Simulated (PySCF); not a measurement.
Species: C3HF7.
SMILES with atom numbers: `[F:1][CH:2]([F:3])[C:4]([F:5])([F:6])[C:7]([F:8])([F:9])[F:10]` (hydrogens: H11 on C2)

Geometry (PBE0-D3(BJ)/def2-SVP, Å), atoms numbered from 1 in this order:
```
atom  x, y, z in Å
F1    -0.2151    0.7767   -1.8527
C2     0.4597    1.0359   -0.7269
F3    -0.1525    2.0228   -0.0636
C4     0.5212   -0.2243    0.1452
F5     1.1841   -1.1656   -0.5431
F6     1.2166    0.0758    1.2517
C7    -0.8310   -0.8241    0.5832
F8    -1.5182    0.0543    1.2981
F9    -1.5455   -1.1763   -0.4749
F10   -0.6080   -1.8989    1.3255
H11    1.4941    1.3375   -0.9729
```

Level of theory: TDDFT B3LYP/def2-SVPD, vertical, gas phase, core orbitals frozen in the response in PySCF 2.14.0, density-fitted response routines.

```tsv
state	E (eV)	ν̃ (cm⁻¹)	f	main configurations (H = HOMO, L = LUMO)
S1	9.31	75060	0.042	H→L (65%), H→L+1 (29%)
S2	9.31	75110	0.021	H→L+1 (68%), H→L (28%)
S3	9.80	79020	0.0086	H→L+2 (91%)
S4	10.36	83560	0.074	H→L+3 (96%)
S5	10.86	87620	0.0024	H-1→L (86%)
S6	10.92	88040	0.0035	H-1→L+1 (89%)
S7	11.28	90960	0.0056	H-2→L (70%), H-3→L (15%)
S8	11.30	91140	0.0049	H-1→L+2 (71%), H-1→L (9%)
S9	11.35	91530	0.0023	H→L+5 (74%)
S10	11.37	91710	0.025	H→L+4 (77%)
```

Triplets (Tamm–Dancoff): T1 8.84 eV, H→L (81%), H→L+2 (13%); T2 8.88 eV, H→L+1 (93%); T3 9.55 eV, H→L+2 (68%), H→L (14%), H→L+3 (11%); T4 10.19 eV, H→L+3 (79%), H→L+2 (13%).

The lowest singlet comes at 133 nm (898 kJ/mol) in the vacuum ultraviolet; it is of moderate strength; its leading configuration is HOMO→LUMO (65%). The most intense listed level is S4 at 10.36 eV (120 nm, f = 0.074), 1.05 eV above S1. S1/S2 lie within about 0.01 eV of each other. Löwdin shares by element: HOMO carbon 30% or more, fluorine 28% or more (atoms not listed hold the other 42%); LUMO carbon 28% or more, hydrogen 22%, fluorine 22% or more (atoms not listed hold the other 28%). The oscillator strengths of these states sum to 0.189; summed over the whole spectrum of an exact calculation they would give the number of electrons, 82 (Thomas–Reiche–Kuhn). Of the 10 states listed, 4 reach f = 0.01 and none stays under 0.0005. The listed states span 2.06 eV, and the widest gap between neighbours is 0.56 eV (S3 to S4). The vertical ionisation energy (ΔSCF) is 12.64 eV, 1.27 eV above S10. Singlets were solved by full linear response, triplets in the Tamm–Dancoff approximation.

One conformer stands for the species.
